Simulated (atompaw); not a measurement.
Before and after: PAW (atompaw) potential for K (Z = 19)

```
Element                 : K (Z = 19)
Generator               : atompaw 4.2.0.5
Type                    : PAW
Functional              : PBE
Relativity              : scalar-relativistic
Frozen core             : [Ne]
Valence charge          : 9
Reference configuration : 3s2 3p6 3d0 4s0.5 4p0 (charge +0.5)
Partial waves           : 3s (bound): rc 1.35 bohr; 4s (bound): rc 2.15 bohr; 3p (bound): rc 2.00 bohr; 4p (bound, empty): rc 2.40 bohr; 3d (bound, empty): rc 3.00 bohr; 3d channel at 2.75 Ry: rc 3.00 bohr
Local potential         : bessel scheme, radius 2.00 bohr
Core correction         : smooth core density matched at 1.80 bohr
Augmentation charge     : besselshape compensation charge, radius 2.55 bohr; PAW radius 3.00 bohr; waves and projectors: custom rrkj vanderbiltortho
```

Change: local potential bessel scheme, radius 2.60 bohr.

Cutoffs: the cutoffs (Ry, on a coarse ladder) from which the occupation-weighted sum of valence levels, in a spherical-Bessel basis at the reference potential, stays within 10 and 1 mRy of its value at 400 Ry; they do not see the model core or the augmentation charge, which bear on the density cutoff.

Problem. What does the change do?

Solution. The potential gets neither clearly harder nor softer (21 Ry and 35 Ry → 21 Ry and 35 Ry); the range in which the d phases agree narrows (upper end at the end of the scan → 0.2); neither file shows a bound ghost.

| quantity | base | changed |
| --- | --- | --- |
| cutoff, loose | 21 Ry | 21 Ry |
| cutoff, tight | 35 Ry | 35 Ry |
| bound ghosts | none | none |
| s: phases at 3.01 bohr within 0.05 rad from the reference energy up to (Ry; the scan ends near 5) | 4.3 | 4.4 |
| p: phases at 3.01 bohr within 0.05 rad from the reference energy up to (Ry; the scan ends near 5) | to the end of the scan | 4.9 |
| d: phases at 3.01 bohr within 0.05 rad from the reference energy up to (Ry; the scan ends near 5) | to the end of the scan | 0.2 |
| lowest overlap eigenvalue by channel | s 0.09, p 0.13, d 0.84 | s 0.12, p 0.13, d 0.89 |

 The cutoffs see the waves, projectors and local potential, not the compensation charge or the core.
